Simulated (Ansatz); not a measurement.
Species: C₃H₈Si, SMILES `C=CC[SiH3]` (C–C–C–Si torsion 106°) (charge 0, multiplicity 1), formula C3H8Si.

**Question.** How many basis functions does Ansatz (a quantum-chemistry and plane-wave program) with frozen-core CCSD(T)/cc-pVTZ // PBE0-D4/def2-TZVP use, how many core orbitals are frozen, and how many electrons are correlated?

**Answer.** 236 basis functions and 8 frozen orbitals, which leaves 24 correlated electrons. Core time is of the order of minutes.
